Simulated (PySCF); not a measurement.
A species of formula C5H2F3NO has this rotational fingerprint, computed with PBE0/def2-SVPD in PySCF (dipole) on a GFN2-xTB geometry, gas phase:

```
Rotational constants : A = 2927, B = 904.4, C = 690.9 MHz
Dipole components    : |μa| = 2.04 D, |μb| = 2.08 D, |μc| = 0.00 D
Inertial defect      : 0.00 u·Å²
κ                    : -0.81
```

Question: Which structure is it? (One computed conformer of each.)
A. `[F:1][C:2]([F:3])=[C:4]([F:5])[c:6]1[cH:7][cH:8][o:9][n:10]1` with C2–C4–C6–C7 180°
B. `[NH2:1][C:2](=[O:3])[C:4]#[C:5][C:6]([F:7])=[C:8]([F:9])[F:10]` with H–N1–C2–O3 180° and 0°

Answer: A. It is FC(F)=C(F)c1ccon1, an asymmetric top, point group Cs. The candidates at the same level (rigid rotor, commonest isotopes):

```
             SMILES  A (MHz)  B (MHz)  C (MHz)  μa (D)  μb (D)  μc (D)  Δ (u·Å²)  point group                        rotor
NC(=O)C#CC(F)=C(F)F     2979    557.7    469.7    0.74    3.15    0.00      0.00           Cs  near-prolate asymmetric top
  FC(F)=C(F)c1ccon1     2927    904.4    690.9    2.04    2.08    0.00      0.00           Cs               asymmetric top
```

`NC(=O)C#CC(F)=C(F)F` has B 38 % too low. In the right answer the mirror of this Cs structure is the ab plane, so μc vanishes by symmetry. No structure here is proved a minimum.
